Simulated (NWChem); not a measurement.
System: Si2H4F2; SMILES F[SiH](F)[SiH3]

Excerpt of the output:

```
             Northwest Computational Chemistry Package (NWChem) 7.3.0
             --------------------------------------------------------

                             Geometry "geometry" -> ""
                             -------------------------

 Output coordinates in angstroms (scale by  1.889725989 to convert to a.u.)

  No.       Tag          Charge          X              Y              Z
 ---- ---------------- ---------- -------------- -------------- --------------
    1 Si                  14.0000     0.00070900     1.73104800    -0.10271400
    2 Si                  14.0000     0.00028900    -0.56839000     0.36738500
    3 F                    9.0000     1.31702900    -1.24607900    -0.32563600
    4 F                    9.0000    -1.31495500    -1.24618600    -0.32838800
    5 H                    1.0000     0.00371100     1.93466600    -1.59181100
    6 H                    1.0000     1.22584600     2.36606300     0.49592800
    7 H                    1.0000    -1.22710500     2.36553200     0.49096600
    8 H                    1.0000    -0.00121200    -0.95558100     1.81597100

 Effective nuclear repulsion energy (a.u.)     223.9544022796

                                 NWChem DFT Module
                                 -----------------

 Summary of "ao basis" -> "ao basis" (spherical)
 ------------------------------------------------------------------------------
       Tag                 Description            Shells   Functions and Types
 ---------------- ------------------------------  ------  ---------------------
 Si                         def2-svp                 8       18   4s3p1d
 F                          def2-svp                 6       14   3s2p1d
 H                          def2-svp                 3        5   2s1p

            General Information
            -------------------
          SCF calculation type: DFT
          Wavefunction type:  closed shell.
          No. of atoms     :     8
          No. of electrons :    50
           Alpha electrons :    25
            Beta electrons :    25
          Charge           :     0
          Spin multiplicity:     1
          Use of symmetry is: off; symmetry adaption is: off
          Maximum number of iterations: 150
          AO basis - number of functions:    84
                     number of shells:    40
          Convergence on energy requested:  1.00D-06
          Convergence on density requested:  1.00D-05
          Convergence on gradient requested:  5.00D-04

              XC Information
              --------------
                         B3LYP Method XC Potential
                     Hartree-Fock (Exact) Exchange  0.200
                        Slater Exchange Functional  0.800 local
                    Becke 1988 Exchange Functional  0.720 non-local
              Lee-Yang-Parr Correlation Functional  0.810
                  VWN I RPA Correlation Functional  0.190 local

             Grid Information
             ----------------
          Grid used for XC integration:  medium
          Radial quadrature: Mura-Knowles
          Angular quadrature: Lebedev.
          Tag              B.-S. Rad. Rad. Pts. Rad. Cut. Ang. Pts.
          ---              ---------- --------- --------- ---------
          Si                  1.10       88          10.0       590
          F                   0.50       49          11.0       434
          H                   0.35       45          11.0       434
          Grid pruning is: on
          Number of quadrature shells:   454
          Spatial weights used:  Erf1

      Superposition of Atomic Density Guess
      -------------------------------------

 Sum of atomic energies:        -778.05922744

      Non-variational initial energy
      ------------------------------

 Total energy =    -778.755708
 1-e energy   =   -1527.295483
 2-e energy   =     524.585373
 HOMO         =      -0.319727
 LUMO         =       0.046913

     ---------------------------------------------
      Total Density - Mulliken Population Analysis
     ---------------------------------------------

    Atom       Charge   Shell Charges
 -----------   ------   -------------------------------------------------------
    1 Si  14    13.86   2.00  1.99  1.03  0.31  5.94  1.16  1.34  0.09
    2 Si  14    12.71   2.00  1.99  0.92  0.23  5.93  0.83  0.57  0.23
    3 F    9     9.59   1.99  1.15  0.78  3.52  2.15  0.00
    4 F    9     9.59   1.99  1.15  0.78  3.52  2.15  0.00
    5 H    1     1.06   0.68  0.36  0.01
    6 H    1     1.05   0.68  0.36  0.01
    7 H    1     1.05   0.68  0.36  0.01
    8 H    1     1.11   0.70  0.40  0.01

   convergence    iter        energy       DeltaE   RMS-Dens  Diis-err
 ---------------- ----- ----------------- --------- --------- ---------
 d= 0,ls=0.0,diis     1   -780.7882977801 -1.00D+03  1.81D-02  7.61D-01
 d= 0,ls=0.0,diis     2   -780.7183005475  7.00D-02  9.25D-03  1.83D+00
 d= 0,ls=0.0,diis     3   -780.8789559853 -1.61D-01  1.20D-03  1.39D-02
 d= 0,ls=0.0,diis     4   -780.8800263017 -1.07D-03  4.00D-04  8.98D-04
 d= 0,ls=0.0,diis     5   -780.8801492999 -1.23D-04  6.80D-05  2.08D-05
  Resetting Diis
 d= 0,ls=0.0,diis     6   -780.8801534214 -4.12D-06  8.79D-06  4.87D-07
 d= 0,ls=0.0,diis     7   -780.8801535245 -1.03D-07  1.65D-06  7.15D-09

         Total DFT energy =     -780.880153524482
      One electron energy =    -1529.329583723322
           Coulomb energy =      588.837059396813
    Exchange-Corr. energy =      -64.342031477566
 Nuclear repulsion energy =      223.954402279592

 Numeric. integr. density =       49.999989551829

                       DFT Final Molecular Orbital Analysis
                       ------------------------------------

 Vector   23  Occ=2.000000D+00  E=-3.673502D-01
              MO Center= -6.1D-03,  2.1D+00,  2.9D-01, r^2= 2.4D+00
   Bfn.  Coefficient  Atom+Function         Bfn.  Coefficient  Atom+Function
  ----- ------------  ---------------      ----- ------------  ---------------
    75     -0.325381  7 H  s                 70      0.322944  6 H  s
     8      0.298638  1 Si px                11      0.212143  1 Si px
    76     -0.175428  7 H  s                 71      0.174187  6 H  s
     5     -0.168847  1 Si px                41      0.072877  3 F  py
    55     -0.072455  4 F  py                44     -0.054109  3 F  py

 Vector   24  Occ=2.000000D+00  E=-3.672080D-01
              MO Center=  7.6D-03,  1.9D+00, -5.7D-01, r^2= 2.5D+00
   Bfn.  Coefficient  Atom+Function         Bfn.  Coefficient  Atom+Function
  ----- ------------  ---------------      ----- ------------  ---------------
    65      0.367311  5 H  s                 10     -0.288307  1 Si pz
    13     -0.216754  1 Si pz                70     -0.194913  6 H  s
    75     -0.190793  7 H  s                 66      0.189830  5 H  s
     7      0.163799  1 Si pz                71     -0.100768  6 H  s
    76     -0.098559  7 H  s                  9     -0.075200  1 Si py

 Vector   25  Occ=2.000000D+00  E=-3.093980D-01
              MO Center=  3.4D-04,  3.6D-01,  2.9D-01, r^2= 3.5D+00
   Bfn.  Coefficient  Atom+Function         Bfn.  Coefficient  Atom+Function
  ----- ------------  ---------------      ----- ------------  ---------------
     9      0.289129  1 Si py                12      0.251426  1 Si py
    27     -0.249950  2 Si py                80      0.242637  8 H  s
    81      0.218271  8 H  s                 41     -0.181188  3 F  py
    55     -0.181193  4 F  py                 6     -0.151285  1 Si py
    21     -0.149386  2 Si s                 28      0.131733  2 Si pz

[...]

                     NWChem Electrostatic Potential Fit Module
                     -----------------------------------------

 Atom parameters

 Number of atoms is                                    8
 Number of basis functions is                         84

 Grid parameters

 Maximum number of grid points is                  41676
 Number of grid points is                          41675
 Grid range                                     0.300000 nm
 Grid spacing                                   0.020000 nm
 Probe radius                                   0.070000 nm
 Atom radius factor                             1.000000

 Atomic radii

    1    0.100000
    9    0.128000
   14    0.187000
 FASTESP  F
  using M.O. file = ./job.movecs

    Atom              Coordinates                           Charge

                                                  ESP

    1 Si    0.000071    0.173105   -0.010271    0.104218
    2 Si    0.000029   -0.056839    0.036739    0.812903
    3 F     0.131703   -0.124608   -0.032564   -0.318244
    4 F    -0.131496   -0.124619   -0.032839   -0.317854
    5 H     0.000371    0.193467   -0.159181   -0.028573
    6 H     0.122585    0.236606    0.049593   -0.053525
    7 H    -0.122711    0.236553    0.049097   -0.053950
    8 H    -0.000121   -0.095558    0.181597   -0.144975
                                            ------------
                                               -0.000000

 Dipole moment                                  0.770621

 Quadrupole moment Qxx                         -3.527456
                   Qyy                          0.162901
                   Qzz                          3.364555

 RMS deviation kJ/mol                           0.055967

 RRMS %                                        30.993840
```

Level: B3LYP/def2-SVP. Geometry: optimised at PBE-D3(BJ)/def2-SVP.

Task: Reconstruct the input file.

Result: This is not unique; one that fits is the input that was run:
```
start job
memory heap 200 mb stack 900 mb global 1100 mb
geometry units angstroms noautosym nocenter noautoz
  Si     0.000709     1.731048    -0.102714
  Si     0.000289    -0.568390     0.367385
  F      1.317029    -1.246079    -0.325636
  F     -1.314955    -1.246186    -0.328388
  H      0.003711     1.934666    -1.591811
  H      1.225846     2.366063     0.495928
  H     -1.227105     2.365532     0.490966
  H     -0.001212    -0.955581     1.815971
end
basis spherical
  * library def2-svp
end
dft
  xc b3lyp
  iterations 150
  mulliken
end
task dft energy
esp
  recalculate
  probe 0.07
  range 0.3
  factor 1.0
  spacing 0.02
end
task esp
```
